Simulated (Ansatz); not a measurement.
What each rung costs, and what it gives

Saddle point of SnH$_{5}$O, doublet (SnH₃O ([OH][SnH2]) + H₂ → SnH₃ + H₂O; bonds formed: H1–O3, Sn2–H5; bonds broken: H1–H5, Sn2–O3), PBE0-D4/def2-TZVP structure:

```
7
angstrom
H -0.8753 0.5688 -0.8316
Sn 1.0559 0.1853 0.1030
O -0.8781 -0.6147 -0.4028
H 0.6971 0.6824 1.7224
H -0.3269 1.3839 -1.0378
H 1.8149 -1.3827 0.1331
H -1.4875 -0.8230 0.3137
```

Barriers are electronic and count from the start structure reached by relaxing down the imaginary mode. Spin–orbit coupling is left out.

Program: Ansatz 0.2.0. Basis: as named in each row. Cores are frozen in the correlated methods; orbitals are unrestricted. Filled d shells of the heavier atoms are correlated. Core potentials replace the inner electrons of the atoms past krypton. The def2 sets are not built for correlating such inner shells, so the correlated values are less sure here. B3LYP uses VWN-RPA correlation. Extrapolation: Hartree–Fock as exp(−7.88 √X), correlation as X^−2.97.

Times are rough, for one single point on 4 threads of a shared host (Arm Neoverse V2).

The estimate by CCSD(T) at an estimated basis limit (MP2 extrapolated from triple and quadruple zeta, plus CCSD(T) − MP2 in triple zeta) is 130.9 kJ/mol.

```csv
method,basis,time (s),barrier (kJ/mol),method less estimate
SPW92,def2-SVP,under 1,46.4,-84.6
PBE-D4,def2-SVP,under 1,82.4,-48.5
SPW92,def2-TZVPP,under 1,61.1,-69.9
PBE0-D4,def2-SVP,under 1,95.0,-35.9
PBE-D4,def2-TZVPP,1,97.7,-33.2
BLYP-D4,def2-TZVPP,1,112.5,-18.5
PBE0-D4,def2-TZVPP,1,109.7,-21.3
B3LYP-D4,def2-TZVPP,1,119.7,-11.3
BHLYP-D4,def2-TZVPP,1,133.9,3.0
CAM-B3LYP-D4,def2-TZVPP,2,122.3,-8.7
PBE-QIDH,def2-TZVPP,2,125.3,-5.6
CCSD(T),def2-SVP,2,128.7,-2.3
r2SCAN-D4,def2-TZVPP,2,108.8,-22.2
B2PLYP,def2-TZVPP,2,129.5,-1.4
r2SCAN0-D4,def2-TZVPP,3,116.5,-14.4
RPA on PBE,def2-TZVPP,3,134.4,3.5
wB97M-V,def2-SVP,3,104.5,-26.5
B97M-V,def2-TZVPP,4,111.3,-19.7
wB97X-V,def2-TZVPP,4,126.6,-4.3
wB97M-V,def2-TZVPP,5,124.2,-6.8
MP2,def2-QZVPP,6,134.1,3.2
CCSD(T),def2-TZVPP,49,134.3,3.4
```

All methods are single points on the PBE0-D4 structures.

No T1 diagnostic of these runs exceeds 0.018. ⟨S²⟩ of the unrestricted Hartree–Fock references: 0.75 to 0.76 (a pure state has 0.75).

Labels in which every atom is bracketed show which atoms are joined, not bond orders.
